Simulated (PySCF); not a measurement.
**Ga: ionisation energy**

Ga [Ar] 3d10 4s2 4p1 [4p1/2^1, M_J = 1/2] → Ga⁺ [Ar] 3d10 4s2, as a difference of total energies. Calculation: PySCF 2.14, in x2c-TZVPall-2c with one added diffuse shell each of s, p, d type (7s8p5d1f, 63 functions); the two-component X2C-1e Hamiltonian. Correlated levels: [Ne] frozen. "Screened" scales the spin-orbit matrix elements by Boettger's factors to mimic the two-electron term; Breit and QED terms are absent.

```json
{"method": "GHF (spin-free)", "ionisation energy (eV)": "5.545", "error (eV)": "-0.454"}
{"method": "GMP2 (spin-free)", "ionisation energy (eV)": "5.815", "error (eV)": "-0.184"}
{"method": "GHF (screened spin-orbit)", "ionisation energy (eV)": "5.608", "error (eV)": "-0.391"}
{"method": "GMP2 (screened spin-orbit)", "ionisation energy (eV)": "5.882", "error (eV)": "-0.117"}
```

Reference: 5.999 eV (measured; NIST Atomic Spectra Database, ionization energies).

The spin-free rows lack the spin-orbit shift.

Errors of the correlated levels include the incompleteness of this basis and the frozen core.
